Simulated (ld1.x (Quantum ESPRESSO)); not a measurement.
# Pseudopotential generation for Tl (Z = 81): TM, PBEsol, scalar-relativistic.

ld1.x (Quantum ESPRESSO) 7.5 was run on this input:

```
&input
   title='Tl', zed=81., rel=1, dft='PBESOL', iswitch=3,
   config='[Xe] 4f14 5d10 6s2 6p1 6d-2',
   nld=3, rlderiv=2.95, eminld=-3.0, emaxld=5.0, deld=0.02
 /
 &inputp
   pseudotype=2, tm=.true., lloc=-2, rcloc=1.85,
   nlcc=.true., rcore=1.65,
   file_pseudopw='Tl.UPF', file_wfcaegen='ae.wfc', file_wfcncgen='nc.wfc', file_beta='beta', file_chi='chi'
 /
3
6S  1  0   2.00   0.00  2.30  2.30  0.0
6P  2  1   1.00   0.00  2.70  2.70  0.0
6D  3  2  -2.00   0.20  2.05  2.05  0.0
 &test
   configts(1)='6s2 6p1'
 /
```

Command:

```bash
ld1.x < Tl.in > Tl.out
```

The program printed (shortened: banner, matrices, multipoles, cross overlaps and the repeated all-electron block are left out):

```
Program LD1 v.7.5
     --------------------------- All-electron run ----------------------------

     Tl
     scalar relativistic calculation

     atomic number is 81.00
     dft =PBESOL   lsd =0 sic =0 latt =0  beta=0.20 tr2=1.0E-14
     Exchange-correlation= PBESOL
                           (   1   4  10   8   0   0   0)
     mesh =1281 r(mesh) = 100.03807 a.u. xmin = -7.00 dx = 0.01250
     1 Ry =  13.60569312 eV, c = 137.03599908

     n l     nl                  e(Ry)          e(Ha)          e(eV)
     1 0     1S 1( 2.00)     -6292.1503     -3146.0751    -85609.0657
     2 0     2S 1( 2.00)     -1120.3199      -560.1599    -15242.7285
     2 1     2P 1( 6.00)      -963.5122      -481.7561    -13109.2520
     3 0     3S 1( 2.00)      -267.3969      -133.6985     -3638.1205
     3 1     3P 1( 6.00)      -222.2789      -111.1394     -3024.2584
     4 0     4S 1( 2.00)       -59.6541       -29.8270      -811.6348
     4 1     4P 1( 6.00)       -44.8671       -22.4335      -610.4476
     3 2     3D 1(10.00)      -175.5648       -87.7824     -2388.6808
     5 0     5S 1( 2.00)        -9.6313        -4.8156      -131.0403
     5 1     5P 1( 6.00)        -5.5923        -2.7961       -76.0867
     4 2     4D 1(10.00)       -27.5509       -13.7754      -374.8486
     4 3     4F 1(14.00)        -8.3845        -4.1922      -114.0769
     5 2     5D 1(10.00)        -1.1377        -0.5688       -15.4787
     6 0     6S 1( 2.00)        -0.7053        -0.3526        -9.5961
     6 1     6P 1( 1.00)        -0.1735        -0.0868        -2.3607

     final scf error:  6.2E-15 reached in  28 iterations

     Etot =  -40480.941842 Ry,  -20240.470921 Ha, -550771.272032 eV

     Ekin =   45607.732946 Ry,   22803.866473 Ha,  620524.818494 eV
     Encl = -100983.297891 Ry,  -50491.648945 Ha,-1373947.761649 eV
     Eh   =   15640.319569 Ry,    7820.159784 Ha,  212797.388400 eV
     Exc  =    -745.696466 Ry,    -372.848233 Ha,  -10145.717277 eV

     normalization and overlap integrals

     s(1S/1S) =  1.000000  <r> =   0.0163  <r2> =    0.0004  r(max) =   0.0100
     s(2S/2S) =  1.000000  <r> =   0.0688  <r2> =    0.0056  r(max) =   0.0582
     s(2P/2P) =  1.000000  <r> =   0.0624  <r2> =    0.0048  r(max) =   0.0482
     s(3S/3S) =  1.000000  <r> =   0.1776  <r2> =    0.0361  r(max) =   0.1642
     s(3P/3P) =  1.000000  <r> =   0.1793  <r2> =    0.0373  r(max) =   0.1642
     s(4S/4S) =  1.000000  <r> =   0.3917  <r2> =    0.1731  r(max) =   0.3699
     s(4P/4P) =  1.000000  <r> =   0.4177  <r2> =    0.1983  r(max) =   0.3889
     s(3D/3D) =  1.000000  <r> =   0.1625  <r2> =    0.0309  r(max) =   0.1327
     s(5S/5S) =  1.000000  <r> =   0.8766  <r2> =    0.8616  r(max) =   0.8030
     s(5P/5P) =  1.000000  <r> =   1.0074  <r2> =    1.1463  r(max) =   0.8986
     s(4D/4D) =  1.000000  <r> =   0.4399  <r2> =    0.2234  r(max) =   0.3938
     s(4F/4F) =  1.000000  <r> =   0.4677  <r2> =    0.2629  r(max) =   0.3563
     s(5D/5D) =  1.000000  <r> =   1.3912  <r2> =    2.2796  r(max) =   1.1113
     s(6S/6S) =  1.000000  <r> =   2.4730  <r2> =    6.9860  r(max) =   2.0762
     s(6P/6P) =  1.000000  <r> =   3.8063  <r2> =   17.1935  r(max) =   2.9097

     ------------------------ End of All-electron run ------------------------

     --------------------- Generating NC pseudopotential ---------------------

      Generating local potential from pseudized AE potential:
      Matching radius rcloc =   1.8500
      Enforcing V''(0)=0 (lloc=-2)

      Local pseudo, rcloc= 1.832 Estimated cut-off energy=     9.73 Ry

      Computing core charge for nlcc:

       r > 1.66 : true rho core
       r < 1.66 : rho core = a sin(br)/r    a=   7.45  b=   1.57

      Integrated core pseudo-charge :  11.22

      Wfc   6S  rcut= 2.295  Using Troullier-Martins method

      Wfc   6P  rcut= 2.733  Using Troullier-Martins method

      Wfc   6D  rcut= 2.025  Using Troullier-Martins method

     ------------------- End of pseudopotential generation -------------------

     Computing logarithmic derivative in   2.96483
     Computing logarithmic derivative in   2.96483
     Computing the partial wave expansion
     R is outside the sphere for l=    0 j= 0.00
     R is outside the sphere for l=    1 j= 0.00
     R is outside the sphere for l=    2 j= 0.00

     ---------------------- Testing the pseudopotential ----------------------

     Tl
     scalar relativistic calculation

     atomic number is 81.00   valence charge is  3.00
     dft =PBESOL   lsd =0 sic =0 latt =0  beta=0.20 tr2=1.0E-14
     mesh =1281 r(mesh) = 100.03807 xmin = -7.00 dx = 0.01250

     n l     nl             e AE (Ry)        e PS (Ry)    De AE-PS (Ry)
     1 0     6S   1( 2.00)       -0.70530       -0.70530        0.00000
     2 1     6P   1( 1.00)       -0.17351       -0.17351        0.00000

     eps = 8.1E-16  iter =  4

     Etot =  -40480.941842 Ry,  -20240.470921 Ha, -550771.272032 eV
     Etotps =   -16.978731 Ry,      -8.489366 Ha,    -231.007409 eV

     Ekin =       1.343849 Ry,       0.671924 Ha,      18.283995 eV
     Encl =      -7.839452 Ry,      -3.919726 Ha,    -106.661174 eV
     Ehrt =       2.821587 Ry,       1.410793 Ha,      38.389646 eV
     Ecxc =     -14.710898 Ry,      -7.355449 Ha,    -200.151959 eV
     (Ecc =     -12.745301 Ry,      -6.372650 Ha,    -173.408648 eV)
     Epseu=       1.406182 Ry,       0.703091 Ha,      19.132083 eV

     ---------------------- End of pseudopotential test ----------------------
```

Note: ghost state, extra bound levels that the all-electron valence spectrum of the same l lacks: d at -13.1 eV. A true bound ghost makes a file unfit for plane-wave use.

Generation and configuration tests took about 1.8 s on one core of a shared server CPU.

Transferability test of the new file with ld1.x, input:

```
&input
   title='Tl', zed=81., rel=1, dft='PBESOL', iswitch=2,
   config='[Xe] 4f14 5d10 6s2 6p1 6d-2'
 /
 &test
   file_pseudo='Tl.UPF', nconf=8,
   configts(1)='6s2 6p1',
   configts(2)='6s2 6p0',
   configts(3)='6s1 6p0',
   configts(4)='6s2 6p0.5',
   configts(5)='6s1 6p1',
   configts(6)='6s0 6p3',
   configts(7)='6s2 6p1.3',
   configts(8)='6s1 6p2'
 /
```

```bash
ld1.x < Tl.test.in > Tl.test.out
```

Pseudopotential blocks of its output, shortened (energy terms left out):

```
     ---------------------- Testing the pseudopotential ----------------------

     n l     nl             e AE (Ry)        e PS (Ry)    De AE-PS (Ry)
     1 0     6S   1( 2.00)       -0.70530       -0.70530        0.00000
     2 1     6P   1( 1.00)       -0.17351       -0.17351        0.00000

     eps = 9.0E-15  iter =  3

     Etot =  -40480.941842 Ry,  -20240.470921 Ha, -550771.272032 eV
     Etotps =   -16.978732 Ry,      -8.489366 Ha,    -231.007419 eV

     ---------------------- End of pseudopotential test ----------------------

          ---------------------- Testing the pseudopotential ----------------------

     n l     nl             e AE (Ry)        e PS (Ry)    De AE-PS (Ry)
     1 0     6S   1( 2.00)       -1.20366       -1.21337        0.00971  !
     2 1     6P   1( 0.00)       -0.59945       -0.60558        0.00613  !

     eps = 2.0E-15  iter =  8

     Etot =  -40480.563516 Ry,  -20240.281758 Ha, -550766.124649 eV
     Etotps =   -16.598038 Ry,      -8.299019 Ha,    -225.827809 eV
     dEtot_ae =       0.378326 Ry
     dEtot_ps =       0.380694 Ry,   Delta E=      -0.002369 Ry

     ---------------------- End of pseudopotential test ----------------------

          ---------------------- Testing the pseudopotential ----------------------

     n l     nl             e AE (Ry)        e PS (Ry)    De AE-PS (Ry)
     1 0     6S   1( 1.00)       -1.86864       -1.91602        0.04738  !
     2 1     6P   1( 0.00)       -1.17313       -1.20556        0.03243  !

     eps = 1.9E-15  iter =  5

     Etot =  -40479.031586 Ry,  -20239.515793 Ha, -550745.281671 eV
     Etotps =   -15.038654 Ry,      -7.519327 Ha,    -204.611306 eV
     dEtot_ae =       1.910256 Ry
     dEtot_ps =       1.940078 Ry,   Delta E=      -0.029822 Ry

     ---------------------- End of pseudopotential test ----------------------

          ---------------------- Testing the pseudopotential ----------------------

     n l     nl             e AE (Ry)        e PS (Ry)    De AE-PS (Ry)
     1 0     6S   1( 2.00)       -0.94151       -0.94469        0.00318
     2 1     6P   1( 0.50)       -0.37453       -0.37628        0.00175

     eps = 1.3E-15  iter =  7

     Etot =  -40480.806105 Ry,  -20240.403053 Ha, -550769.425240 eV
     Etotps =   -16.842586 Ry,      -8.421293 Ha,    -229.155050 eV
     dEtot_ae =       0.135737 Ry
     dEtot_ps =       0.136147 Ry,   Delta E=      -0.000410 Ry

     ---------------------- End of pseudopotential test ----------------------

          ---------------------- Testing the pseudopotential ----------------------

     n l     nl             e AE (Ry)        e PS (Ry)    De AE-PS (Ry)
     1 0     6S   1( 1.00)       -1.29629       -1.31695        0.02067  !
     2 1     6P   1( 1.00)       -0.67072       -0.68132        0.01059  !

     eps = 2.5E-15  iter =  7

     Etot =  -40479.948723 Ry,  -20239.974361 Ha, -550757.759958 eV
     Etotps =   -15.976301 Ry,      -7.988150 Ha,    -217.368643 eV
     dEtot_ae =       0.993119 Ry
     dEtot_ps =       1.002432 Ry,   Delta E=      -0.009312 Ry

     ---------------------- End of pseudopotential test ----------------------

          ---------------------- Testing the pseudopotential ----------------------

     n l     nl             e AE (Ry)        e PS (Ry)    De AE-PS (Ry)
     1 0     6S   1( 0.00)       -0.87714       -0.89484        0.01770  !
     2 1     6P   1( 3.00)       -0.28707       -0.29103        0.00396

     eps = 1.5E-15  iter = 10

     Etot =  -40479.817853 Ry,  -20239.908926 Ha, -550755.979380 eV
     Etotps =   -15.840607 Ry,      -7.920304 Ha,    -215.522443 eV
     dEtot_ae =       1.123989 Ry
     dEtot_ps =       1.138125 Ry,   Delta E=      -0.014136 Ry

     ---------------------- End of pseudopotential test ----------------------

          ---------------------- Testing the pseudopotential ----------------------

     n l     nl             e AE (Ry)        e PS (Ry)    De AE-PS (Ry)
     1 0     6S   1( 2.00)       -0.58235       -0.58173       -0.00062
     2 1     6P   1( 1.30)       -0.06960       -0.06942       -0.00018

     eps = 4.7E-16  iter =  7

     Etot =  -40480.977902 Ry,  -20240.488951 Ha, -550771.762656 eV
     Etotps =   -17.014770 Ry,      -8.507385 Ha,    -231.497737 eV
     dEtot_ae =      -0.036060 Ry
     dEtot_ps =      -0.036038 Ry,   Delta E=      -0.000022 Ry

     ---------------------- End of pseudopotential test ----------------------

          ---------------------- Testing the pseudopotential ----------------------

     n l     nl             e AE (Ry)        e PS (Ry)    De AE-PS (Ry)
     1 0     6S   1( 1.00)       -0.79745       -0.80639        0.00894  !
     2 1     6P   1( 2.00)       -0.23475       -0.23672        0.00196

     eps = 6.8E-16  iter =  8

     Etot =  -40480.394353 Ry,  -20240.197177 Ha, -550763.823067 eV
     Etotps =   -16.427595 Ry,      -8.213797 Ha,    -223.508813 eV
     dEtot_ae =       0.547489 Ry
     dEtot_ps =       0.551137 Ry,   Delta E=      -0.003649 Ry

     ---------------------- End of pseudopotential test ----------------------
```
